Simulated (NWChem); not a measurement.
C2H3BFN; SMILES C#CB(N)F

```xyz
8

C      0.0495     2.2966     0.0000
C      0.0472     1.0806     0.0000
B      0.0283    -0.4611     0.0000
N     -1.1697    -1.1742     0.0000
F      1.1861    -1.1335     0.0000
H      0.0606     3.3720     0.0000
H     -2.0733    -0.7233     0.0000
H     -1.1953    -2.1855     0.0000
```
Atoms are numbered in this order, from 1.

Results from NWChem. Pople sets run with spherical d functions. Medium grid unless said otherwise, to which SCAN and Minnesota functionals are sensitive. Structure relaxed at the PBE0/def2-SVP level.

### Question
Order these by “orbital gap (eV)”, lowest first: PBE/6-31G*; M06-2X/6-31G*; LC-wPBE (HJS exchange hole, range parameter 0.4 per bohr)/6-31G*; r2SCAN0/6-31G*; B3LYP/6-31G*.

### Answer
PBE/6-31G* (5.35), B3LYP/6-31G* (7.16), r2SCAN0/6-31G* (7.95), M06-2X/6-31G* (9.92), LC-wPBE (HJS exchange hole, range parameter 0.4 per bohr)/6-31G* (12.83)
